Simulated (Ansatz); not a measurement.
Total energies of Cu3⁺ (the lowest singlet isomer of a short search) from Ansatz at PBE0-D4/def2-TZVP, gas phase (1 Eh = 27.2114 eV = 2625.5 kJ/mol). The reference geometry is relaxed at PBE0-D4/def2-TZVP.

```xyz
3

Cu   -1.157    0.483   -0.589
Cu    0.252   -1.362    0.017
Cu    0.905    0.879    0.573
```

```json
{"state": "charge 1 singlet", "geometry": "reference", "energy (Eh)": "-4920.62912"}
{"state": "charge 0 doublet", "geometry": "reference", "energy (Eh)": "-4920.83493"}
{"state": "charge 1 triplet", "geometry": "relaxed at PBE0-D4/def2-TZVP", "energy (Eh)": "-4920.55664"}
{"state": "charge 1 quintet", "geometry": "relaxed at PBE0-D4/def2-TZVP", "energy (Eh)": "-4920.41972"}
```

Task: Work out the vertical electron affinity, to the doublet.

Result: E(charge 1 singlet) − E(charge 0 doublet) = -4920.62912 − (-4920.83493) = 0.20581 Eh = 5.60 eV.

Task: Which of the charge 1 states is lowest, and how far above it are the others?

Result: The singlet. triplet: -4920.55664 − (-4920.62912) = 0.07248 Eh = 190.3 kJ/mol; quintet: -4920.41972 − (-4920.62912) = 0.20940 Eh = 549.8 kJ/mol. The triplet differs in its bonds from the reference. The quintet differs in its bonds from the reference.

The structure comes from a short search, and lower isomers may exist.
